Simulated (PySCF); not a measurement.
## Tc²⁺ (technetium, charge +2): UHF calculation

Configuration: [Kr] 4d5, high-spin 6S determinant. All numbers are calculated (PySCF 2.14, scalar relativity through the core potential, in cc-pVTZ-PP with ECP28MDF (5s5p4d2f1g, 63 functions)).

```json
{"Total energy": "-79.122458 hartree", "One-electron energy": "-129.0372 hartree", "Hartree (Coulomb) energy": "57.9542 hartree", "Exchange energy": "-8.0394 hartree", "⟨S²⟩": "8.7509", "⟨L²⟩": "0.000", "Sum of ⟨r⟩": "17.34 bohr", "Sum of ⟨r²⟩": "27.09 bohr²", "Time after the integrals": "0.29 s of wall time on 1 thread of Intel(R) Xeon(R) Platinum 8259CL CPU @ 2.50GHz (shared host)"}
```

```csv
shell,electrons,mean orbital energy (eV),"rms radius, mean of both spins (bohr)"
4s α,1,-109.64,1.14
4s β,1,-101.58,1.14
4p α,3,-77.468,1.27
4p β,3,-67.034,1.27
4d α,5,-30.012,1.72
```

Energies and moments cover only the electrons outside the core potential.
